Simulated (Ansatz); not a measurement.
Calculated with Ansatz (gas phase, PBE0-D4/def2-TZVP geometries, no zero-point term in ΔE). CCSD(T)/CBS adds triple-zeta CCSD(T) − MP2 to the extrapolated MP2 energy (def2 sets, frozen cores). This one scheme is used for every species. Double bonds are as drawn, so ΔE can hold a change between cis and trans. Functionals use def2-TZVPP. For Ga outer-core shells are correlated without core-valence functions, which leaves a few kJ/mol of doubt a bond. Scalar relativity is left out up to krypton.

`C/N=[C](\C)[GaH2]` + `[OH][AlH2]` → `[AlH2][O][GaH2]` + `C/C=N/C`  (ligand exchange at a Ga–C bond)

| level | ΔE (kcal/mol) |
| --- | --- |
| PBE-D4 | -25.5 |
| PBE0 | -27.5 |
| HF/def2-TZVPP | -34.1 |
| CCSD/CBS(def2) | -27.7 |

Q: What does CCSD(T)/CBS give? (Best estimate.)

A: The calculation gave: -26.8 kcal/mol. The listed levels differ from it by 1.3, -0.7, -7.3, -0.9 kcal/mol.

Largest T1 diagnostic among the species: 0.015.

In def2-TZVPP, CCSD(T) changes the Hartree–Fock value by +6.0 kcal/mol (the triples alone add +0.8 kcal/mol) and MP2 by +5.8 kcal/mol. The D4 term adds +1.7 kcal/mol with B3LYP and +0.9 kcal/mol with PBE0; it sums over pairs of atoms, weighted by their polarisabilities, and B3LYP, whose exchange is more repulsive, gets the larger term.

B3LYP here is the variant with VWN-RPA as its local correlation; programs differ in this.
